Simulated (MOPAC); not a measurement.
Job for MOPAC: PM3 on ZnSi, 2S+1 = 3, a spin state set in the input, which need not be the lowest, a point of a bond scan (R = 2.226 Å).

```
PM3 1SCF PRECISE CHARGE=0 UHF MS=1 THREADS=1
SiZn

Zn     0.00000000 1     0.00000000 1     0.00000000 1
Si     0.00000000 1     0.00000000 1     2.22553300 1
```

It printed:

```
*******************************************************************************
 **                                                                           **
 **                              MOPAC v23.2.5                                **
 **                                                                           **
 *******************************************************************************
 ** MOPAC's Digital Object Identifier: https://doi.org/10.5281/zenodo.6511958 **
 **                                                                           **
 ** Please cite the open-source release paper for use of this MOPAC version:  **
 ** J. E. Moussa and J. J. P. Stewart (2026)                                  **
 ** MOPAC: An open-source semiempirical molecular orbital program             **
 ** J. Open Source Softw., 11(119), 8025, https://doi.org/10.21105/joss.08025 **
 *******************************************************************************

                              PM3 CALCULATION RESULTS

 *******************************************************************************
 *  PM3        - The PM3 Hamiltonian to be used
 *  UHF        - UNRESTRICTED HARTREE-FOCK CALCULATION
 *
 *
 *
 *                 CHARGE ON SYSTEM = 0
 *
 *
 *
 *  MS=        - IN MECI, MAGNETIC COMPONENT OF SPIN =  1.0
 *  PRECISE    - TIGHTER CRITERIA TO BE USED
 *  1SCF       - DO 1 SCF AND THEN STOP
 *  THREADS=1  - MULTI-THREADING NOT USED
 *  T=         - A TIME OF 172800.0 SECONDS REQUESTED
 *  DUMP=N     - RESTART FILE WRITTEN EVERY 7200.0 SECONDS REQUESTED
 *******************************************************************************
PM3 1SCF PRECISE CHARGE=0 UHF MS=1 THREADS=1
 SiZn

   ATOM   CHEMICAL          X               Y               Z
  NUMBER   SYMBOL      (ANGSTROMS)     (ANGSTROMS)     (ANGSTROMS)

     1      Zn          0.00000000  *   0.00000000  *   0.00000000  *
     2      Si          0.00000000  *   0.00000000  *   2.22553300  *



          CARTESIAN COORDINATES

    NO.       ATOM           X           Y           Z

     1        Zn          0.0000      0.0000      0.0000
     2        Si          0.0000      0.0000      2.2255

 Si: (PM3): J. J. P. STEWART, J. COMP. CHEM. 10, 209 (1989).
 Zn: (PM3): J. J. P. STEWART, J. COMP. CHEM. 12, 320-341 (1991).

           Empirical Formula: Zn Si  =     2 atoms



      MOLECULAR POINT GROUP   :   C*v


          UHF CALCULATION, NO. OF ALPHA ELECTRONS =    4
                           NO. OF BETA  ELECTRONS =    2

 -------------------------------------------------------------------------------
 PM3 1SCF PRECISE CHARGE=0 UHF MS=1 THREADS=1
 SiZn



     1SCF WAS SPECIFIED, SO BFGS WAS NOT USED
     SCF FIELD WAS ACHIEVED


                              PM3 CALCULATION
                                                       MOPAC v23.2.5 Linux




          FINAL HEAT OF FORMATION =        100.25051 KCAL/MOL =     419.44812 KJ/MOL


          COSMO AREA              =         86.30 SQUARE ANGSTROMS
          COSMO VOLUME            =         72.23 CUBIC ANGSTROMS

          IONIZATION POTENTIAL    =          8.189558 EV
          ALPHA SOMO LUMO (EV)    =         -8.190 -1.888
          BETA  SOMO LUMO (EV)    =         -9.569 -1.170
          NO. OF ALPHA ELECTRONS  =          4
          NO. OF BETA  ELECTRONS  =          2
          MOLECULAR WEIGHT        =         93.4655         POINT GROUP:  C*v

          MOLECULAR DIMENSIONS (Angstroms)

            Atom       Atom       Distance
           Si     2   Zn     1     2.22553
           Si     2   Zn     1     0.00000
           Zn     1   Si     2     0.00000


          SCF CALCULATIONS        =          1





   ATOM   CHEMICAL          X               Y               Z
  NUMBER   SYMBOL      (ANGSTROMS)     (ANGSTROMS)     (ANGSTROMS)

     1      Zn          0.00000000  *   0.00000000  *   0.00000000  *
     2      Si          0.00000000  *   0.00000000  *   2.22553300  *

                             CARTESIAN COORDINATES

   1   Zn        0.000000000     0.000000000     0.000000000
   2   Si        0.000000000     0.000000000     2.225533000


           Empirical Formula: Zn Si  =     2 atoms



      MOLECULAR POINT GROUP   :   C*v


          ALPHA EIGENVALUES
 -12.74099  -9.43487  -8.18956  -8.18956  -1.88788   2.40528   2.40528   3.27549


           BETA EIGENVALUES
 -11.99490  -9.56856  -1.17005  -0.89564  -0.89564   2.65629   2.65629   3.29953


              NET ATOMIC CHARGES AND DIPOLE CONTRIBUTIONS

  ATOM NO.   TYPE          CHARGE      No. of ELECS.   s-Pop       p-Pop
    1         Zn           0.270584        1.7294     1.29243     0.43699
    2         Si          -0.270584        4.2706     1.70014     2.57044
 DIPOLE           X         Y         Z       TOTAL
 POINT-CHG.     0.000     0.000    -2.892     2.892
 HYBRID         0.000     0.000    -0.442     0.442
 SUM            0.000     0.000    -3.334     3.334


          ATOMIC ORBITAL ELECTRON POPULATIONS

     Atom    s        px        py        pz
    1 Zn   1.29243   0.07768   0.07768   0.28162
    2 Si   1.70014   0.92232   0.92232   0.72581


                    (SZ)    =    1.000000
                    (S**2)  =    2.701061


          ATOMIC ORBITAL SPIN POPULATIONS

    Atom   Total    s     px     py     pz
         Atomic
    1 Zn -0.5508 -0.671  0.078  0.078 -0.035
    2 Si  2.5508  0.155  0.922  0.922  0.551

 **********************
 *                    *
 * JOB ENDED NORMALLY *
 *                    *
 **********************




 == MOPAC DONE ==
```

The run finished. Its determinant has ⟨S²⟩ = 2.70, a mixture of spin states.

Cost: around 0.020 core-seconds (rough).
